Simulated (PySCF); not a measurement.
C₄H₆Si. Atoms are numbered in the order given.

```xyz
11

C      2.4733     0.4771     1.1844
C      1.5654     0.2594     0.3971
Si     0.1812    -0.0779    -0.7623
C     -1.3491    -0.5932     0.1770
C     -2.5187     0.0591     0.0914
H      3.2749     0.6710     1.8752
H     -0.1226     1.1549    -1.5470
H      0.6259    -1.1589    -1.6933
H     -1.2918    -1.4761     0.8301
H     -2.6403     0.9496    -0.5379
H     -3.4080    -0.2648     0.6458
```
Charge 0, spin multiplicity 1.

Coordinates come from a r2SCAN-D4/def2-SVP optimisation. The values are those of a single conformer.

Calculation: PySCF with PBE/pcSseg-1.

GIAO shieldings, no solvent; atoms listed in one row are averaged. δ = σ(ref) − σ: ¹³C against TMS (σ = 182.0 ppm); ²⁹Si against TMS (σ = 335.4 ppm); ¹H against TMS (σ = 31.49 ppm), references at their B3LYP-D3(BJ)/def2-TZVP geometries, non-relativistic.

Computed chemical shifts:
| nucleus | atoms | count | δ (ppm) |
|---|---|---|---|
| ¹³C | C5 | 1 | 147.0 |
| ¹³C | C4 | 1 | 140.6 |
| ¹³C | C1 | 1 | 104.4 |
| ¹³C | C2 | 1 | 84.8 |
| ²⁹Si | Si3 | 1 | -67.7 |
| ¹H | H9 | 1 | 6.66 |
| ¹H | H11 | 1 | 6.66 |
| ¹H | H10 | 1 | 6.56 |
| ¹H | H8 | 1 | 5.08 |
| ¹H | H7 | 1 | 4.79 |
| ¹H | H6 | 1 | 2.60 |
